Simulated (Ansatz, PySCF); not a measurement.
Donor–acceptor adduct: AlH3 (SMILES [AlH3]) (first 4 atoms) with CH2O (SMILES C=O); geometry from B3LYP-D3(BJ)/def2-TZVP, rigid monomers moved along the line of their centres of mass till Al1···O6 is 2.31 Å.
(charge 0, multiplicity 1):
```xyz
8

Al     0.154     0.333     0.910
H      1.059     1.635     1.003
H     -1.372     0.454     1.385
H      0.500    -0.775    -0.175
C      0.107    -1.058     3.775
O      0.819    -0.764     2.836
H     -0.962    -0.807     3.769
H      0.535    -1.581     4.638
```

Counterpoise-corrected where a basis set is named; no monomer relaxation. Rows marked so take none.

Rows in 3-21G, 6-31G* carry no dispersion term and start afresh at each structure (6-31G* with six Cartesian d functions).

Run with Ansatz (a program for electronic structure); PySCF for 3-21G rows, 6-31G* rows. Each number belongs to the level named beside it.

One of these levels gives -20.29 kcal/mol for the interaction energy. Name it.
(A) HF/aug-cc-pV(D+d)Z
(B) HF/3-21G (no counterpoise)
(C) B3LYP/6-31G* (no counterpoise)
(D) M06-2X/6-31G* (no counterpoise)

C, B3LYP/6-31G* (no counterpoise). The others give -26.67 (HF/3-21G (no counterpoise)), -17.99 (HF/aug-cc-pV(D+d)Z), -22.84 (M06-2X/6-31G* (no counterpoise))
